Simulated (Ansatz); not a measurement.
One change: `[BH2][AlH][CH3]` becomes `[CH3][AlH][BH]N`.

Ansatz, PBE0-D4/def2-TZVP geometries, multiplicity 1. Each molecule was computed in one conformer, which needn't be the lowest.

| property | `[BH2][AlH][CH3]` |
| --- | --- |
| ideal-gas entropy at 298 K and 1 bar (rigid rotor, harmonic PBE0-D4/def2-TZVP) / J/(mol·K) | 322 |
| LUMO energy (B3LYP/def2-TZVPP) / eV | -2.40 |
| size of the dipole moment (PBE/def2-TZVPP) / D | 0.72 |
| zero-point energy (PBE0-D4/def2-TZVP) / kJ/mol | 159.9 |
| HOMO energy (PBE0/def2-TZVPP) / eV | -7.23 |
| size of the dipole moment (ωB97M-V/def2-TZVPP) / D | 0.64 |

Q: Give the same properties after the change, and the shifts. (Estimate.)

A: Computed: 
```csv
property,`[CH3][AlH][BH]N`,shift
"ideal-gas entropy at 298 K and 1 bar (rigid rotor, harmonic PBE0-D4/def2-TZVP) / J/(mol·K)",352,30
LUMO energy (B3LYP/def2-TZVPP) / eV,-1.79,0.61
size of the dipole moment (PBE/def2-TZVPP) / D,1.84,1.12
zero-point energy (PBE0-D4/def2-TZVP) / kJ/mol,215.5,55.6
HOMO energy (PBE0/def2-TZVPP) / eV,-6.71,0.52
size of the dipole moment (ωB97M-V/def2-TZVPP) / D,1.74,1.10
```

With PBE0 the HOMO rises by 0.52 eV and the LUMO rises by 0.61 eV, so the gap widens by about 0.09 eV. PBE moves the HOMO by 0.52 eV and ωB97M-V by 0.54 eV. The zero-point energy changes by 55.6 kJ/mol with +6 modes. Dipoles are sizes alone; their direction can turn. Modes under 60 cm⁻¹, often nearly free rotors, make the harmonic entropy too high.

B3LYP here is the variant with VWN-RPA as its local correlation; programs differ in this.
